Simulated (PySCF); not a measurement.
BCl2, SMILES Cl[B+]Cl, charge +1.

Geometry optimised at B3LYP-D3(BJ)/def2-TZVP.

Method: TDA-LC-ωPBE/def2-TZVPD (PySCF).

Vertical excitations; the highest root listed may be one member of a degenerate set. Gas-phase values at a fixed geometry. State labels are in the subgroup D2h.

```json
[
 {"state": "S1", "symmetry": "Au", "energy (eV)": "6.91", "λ (nm)": "179", "f": "0.000", "main pairs": "HOMO→LUMO+1 49 %, HOMO−1→LUMO 49 %"},
 {"state": "S2", "symmetry": "Au", "energy (eV)": "7.08", "λ (nm)": "175", "f": "0.000", "main pairs": "HOMO−1→LUMO, HOMO→LUMO+1 (degenerate set)"},
 {"state": "S3", "symmetry": "B1u", "energy (eV)": "7.08", "λ (nm)": "175", "f": "0.000", "main pairs": "HOMO→LUMO, HOMO−1→LUMO+1 (degenerate set)"},
 {"state": "S4", "symmetry": "B1g", "energy (eV)": "8.32", "λ (nm)": "149", "f": "0.000", "main pairs": "HOMO−3→LUMO+1 49 %, HOMO−2→LUMO 49 %"},
 {"state": "S5", "symmetry": "Ag", "energy (eV)": "8.54", "λ (nm)": "145", "f": "0.000", "main pairs": "HOMO−3→LUMO, HOMO−2→LUMO+1 (degenerate set)"},
 {"state": "S6", "symmetry": "B1g", "energy (eV)": "8.54", "λ (nm)": "145", "f": "0.000", "main pairs": "HOMO−2→LUMO, HOMO−3→LUMO+1 (degenerate set)"},
 {"state": "S7", "symmetry": "B1u", "energy (eV)": "9.45", "λ (nm)": "131", "f": "0.995", "main pairs": "HOMO−1→LUMO+1 42 %, HOMO→LUMO 42 %, HOMO−4→LUMO+2 6 %"},
 {"state": "S8", "symmetry": "B3g", "energy (eV)": "9.62", "λ (nm)": "129", "f": "0.000", "main pairs": "HOMO→LUMO+2 (degenerate set)"},
 {"state": "S9", "symmetry": "B2g", "energy (eV)": "9.62", "λ (nm)": "129", "f": "0.000", "main pairs": "HOMO−1→LUMO+2 (degenerate set)"},
 {"state": "S10", "symmetry": "B3g", "energy (eV)": "10.53", "λ (nm)": "118", "f": "0.000", "main pairs": "HOMO−4→LUMO 95 %"},
 {"state": "T1", "symmetry": "B1u", "energy (eV)": "6.30", "λ (nm)": "197", "f": "0", "main pairs": "HOMO→LUMO 49 %, HOMO−1→LUMO+1 49 %"},
 {"state": "T2", "symmetry": "Au", "energy (eV)": "6.55", "λ (nm)": "189", "f": "0", "main pairs": "HOMO→LUMO+1, HOMO−1→LUMO (degenerate set)"},
 {"state": "T3", "symmetry": "B1u", "energy (eV)": "6.55", "λ (nm)": "189", "f": "0", "main pairs": "HOMO−1→LUMO+1, HOMO→LUMO (degenerate set)"},
 {"state": "T4", "symmetry": "Au", "energy (eV)": "6.91", "λ (nm)": "179", "f": "0", "main pairs": "HOMO−1→LUMO 49 %, HOMO→LUMO+1 49 %"}
]
```
Triplets are in the Tamm–Dancoff approximation.
